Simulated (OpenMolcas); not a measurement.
## Levels of N2+ by method

```json
{"Program": "OpenMolcas", "Basis": "ANO-RCC-VTZP [4s3p2d1f]", "Scalar Hamiltonian": "DKH2, point nucleus", "Active space": "3 electrons in 4 orbitals (2s 2p)", "State averaging": "2S+1 = 4 odd, 1 root; 2S+1 = 2 odd, 11 roots; 2S+1 = 4 even, 3 roots; 2S+1 = 2 even, 9 roots", "Spin-orbit coupling": "RASSI with atomic mean-field integrals over the reference wave functions, term energies averaged over their components"}
```

Methods on the same reference wave functions:
A. CASSCF
B. SS-CASPT2, IPEA 0.25 Eh, imaginary shift 0.1 Eh (closed shells correlated: 1s)
C. MS-CASPT2, IPEA 0.25 Eh, imaginary shift 0.1 Eh (closed shells correlated: 1s)
D. XMS-CASPT2, IPEA 0.25 Eh, imaginary shift 0.1 Eh (closed shells correlated: 1s)

Energies in cm-1 above 2s2 2p 2P* 1/2, the measured ground level; measured values from Moore, Selected Tables of Atomic Spectra, NSRDS-NBS 3, section 5.

```csv
Level,A,B,C,D,Measured
2s2 2p 2P* 1/2,0.0,0.0,0.0,0.0,0.0
2s2 2p 2P* 3/2,158,158,158,158,174
2s 2p2 4P 1/2,51360,55530,55560,56980,
2s 2p2 4P 3/2,51417,55580,55610,57030,57247
2s 2p2 4P 5/2,51513,55680,55710,57130,57328
2s 2p2 2D 3/2,106925,101140,101170,101340,101031
2s 2p2 2D 5/2,106925,101140,101170,101340,101024
2s 2p2 2S 1/2,136226,131450,131480,132620,131004
2s 2p2 2P 1/2,156980,148140,148170,148620,145876
2s 2p2 2P 3/2,157091,148250,148280,148730,145986
2p3 4S* 3/2,184142,185610,185640,187310,186797
2p3 2D* 3/2,213626,204110,204140,204270,203089
2p3 2D* 5/2,213627,204110,204140,204270,203075
2p3 2P* 1/2,243621,232350,232410,232970,230404
2p3 2P* 3/2,243629,232360,232420,232970,230409
```

Deviations, from unrounded energies. A percentage is the sum of absolute deviations over the sum of measured energies, with the sign that they share, or ± where signs differ.

```csv
Against measurement,Levels,A,B,C,D
mean absolute deviation (cm-1),13,7800,1200,1200,1200
fine structure of the ground term (%),1,-9.6,-9.6,-9.2,-9.2
other configurations (%),12,±5.6,±0.9,±0.9,±0.9
```

B, C, D lie about equally close to measurement and A furthest from it. The largest miss of B in the table is 2s 2p2 2P 3/2, by +2300 cm-1. The ranking rests on the paired levels alone, and a cruder setting can come out closer through cancelling errors.

Among B to D the level of the table that moves most is 2p3 4S* 3/2, by 1700 cm-1 (lowest in B, highest in D). Moves below CASPT2's spread within the term are not significant.

The mean deviations of B to D differ by less than CASPT2's widest spread within a term (1000 cm-1), so their order carries little weight.

The lowest spin-free term lies below A's lowest term by 0.042 hartree in B, 0.042 hartree in C, 0.049 hartree in D.

Term energies are means over components that CASPT2 splits; among the terms shown or strongly mixed into the levels shown the widest spread is 1000 cm-1 (2p3 2D*, D). Computed and measured levels are paired by configuration, term and J; levels that our copy of the source lacks, or whose pairing is in doubt (as where it misses far off the trend of its configuration), stay unpaired and out of the deviations. Levels of configurations outside the active space are missing.

* marks odd parity.
